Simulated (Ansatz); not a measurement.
Cost and result for the atomization energy of `CN(C)B(N(C)C)N(C)C` (28 atoms, 27 bonds).

```tsv
atom	x (Å)	y (Å)	z (Å)
C1	2.433	-0.681	0.120
N2	1.365	0.247	0.372
C3	1.799	1.446	1.033
B4	0.000	0.000	0.000
N5	-0.851	1.094	-0.373
C6	-2.266	1.117	-0.120
C7	-0.374	2.276	-1.037
N8	-0.513	-1.341	0.001
C9	-0.070	-2.356	0.917
C10	-1.522	-1.802	-0.913
H11	2.889	-1.060	1.047
H12	2.068	-1.533	-0.453
H13	3.235	-0.205	-0.461
H14	2.317	1.208	1.974
H15	0.944	2.077	1.274
H16	2.500	2.034	0.422
H17	-2.859	1.137	-1.047
H18	-2.562	0.240	0.455
H19	-2.545	2.009	0.458
H20	0.683	2.175	-1.278
H21	-0.919	2.442	-1.977
H22	-0.504	3.182	-0.427
H23	-0.918	-2.773	1.478
H24	0.422	-3.197	0.406
H25	0.632	-1.936	1.637
H26	-1.764	-1.023	-1.635
H27	-1.170	-2.681	-1.471
H28	-2.450	-2.097	-0.401
```

Total charge 0; spin multiplicity 1. All single points use the PBE0-D4/def2-TZVP geometry. It is one conformer, not always the lowest. Program: Ansatz. All runs use 4 threads of an AMD EPYC 7R13 on a shared host and a share of an NVIDIA H100 80 GB. Times are those of one run each, without the atoms' runs, and a repeat can differ threefold. Electronic energies, without spin–orbit coupling; frozen cores. CCSD(T)/CBS adds CCSD(T) − MP2 in def2-TZVPP to the MP2 limit, and its time is that of the two runs behind it. T1 = 0.011. B3LYP takes the VWN-RPA correlation (the form of Gaussian; ORCA's B3LYP/G). HSE06 is the plane-wave form, built on full-range PBE exchange.

CCSD(T)/CBS is a level of theory with its own doubt, some kJ/mol a heavy atom from the limit and from the frozen cores, so smaller differences don't rank the functionals.

| level | functions | wall time |
| --- | --- | --- |
| BLYP-D4/def2-TZVPP | 562 | 2.1 s |
| PBE0-D4/def2-TZVPP | 562 | 2.6 s |
| PBE-D4/def2-TZVPP (with forces) | 562 | 2.7 s |
| CAM-B3LYP-D4/def2-TZVPP | 562 | 3.1 s |
| HSE06-D4/def2-TZVPP | 562 | 3.1 s |
| CCSD(T)/def2-SVP | 230 | 3.5 s |
| B3LYP-D4/def2-TZVPP (with forces) | 562 | 3.5 s |
| B97M-V/def2-TZVPP | 562 | 3.7 s |
| PBE-QIDH/def2-TZVPP | 562 | 5 s |
| ωB97M-V/def2-TZVPP (with forces) | 562 | 6.5 s |
| MP2/def2-QZVPP | 1110 | 20 s |
| CCSD(T)/def2-TZVPP | 562 | 2.3 min |
| CCSD(T)/CBS(def2) | – | 2.6 min |

(1) What atomization energy does each give, and how far from CCSD(T)/CBS? (Estimate.)

Results:

(1) Computed: 
| level | atomization (kcal/mol) | difference from CCSD(T)/CBS | per bond |
| --- | --- | --- | --- |
| BLYP-D4/def2-TZVPP | 2631.7 | 10.7 | 0.4 |
| PBE0-D4/def2-TZVPP | 2645.6 | 24.6 | 0.9 |
| PBE-D4/def2-TZVPP (with forces) | 2686.2 | 65.2 | 2.4 |
| CAM-B3LYP-D4/def2-TZVPP | 2649.7 | 28.7 | 1.1 |
| HSE06-D4/def2-TZVPP | 2647.1 | 26.1 | 1.0 |
| CCSD(T)/def2-SVP | 2511.1 | -109.9 | -4.1 |
| B3LYP-D4/def2-TZVPP (with forces) | 2639.0 | 18.0 | 0.7 |
| B97M-V/def2-TZVPP | 2628.3 | 7.3 | 0.3 |
| PBE-QIDH/def2-TZVPP | 2615.8 | -5.2 | -0.2 |
| ωB97M-V/def2-TZVPP (with forces) | 2637.9 | 16.9 | 0.6 |
| MP2/def2-QZVPP | 2625.2 | 4.2 | 0.2 |
| CCSD(T)/def2-TZVPP | 2559.0 | -62.0 | -2.3 |
| CCSD(T)/CBS(def2) | 2621.0 | 0.0 | 0.0 |

From PBE to PBE0 (25 % exact exchange), in def2-TZVPP and without D4, the atomization energy moves by −38.1 kcal/mol: exact exchange takes away binding that semilocal exchange gives to molecules. Leaving LDA and LC-ωPBE aside and taking each functional with its dispersion term where it has one, the values, not all of them listed here, spread over 116.8 kcal/mol, from BHLYP-D4 to PBE-D4. LDA lies +337.4 kcal/mol from PBE without D4, its usual overbinding. At CCSD(T), def2-SVP lies −109.9 kcal/mol from the extrapolated value and def2-TZVPP −62.1 kcal/mol: correlation converges slowly with the basis, and small sets miss more of it in the bonded molecule than in its fragments.
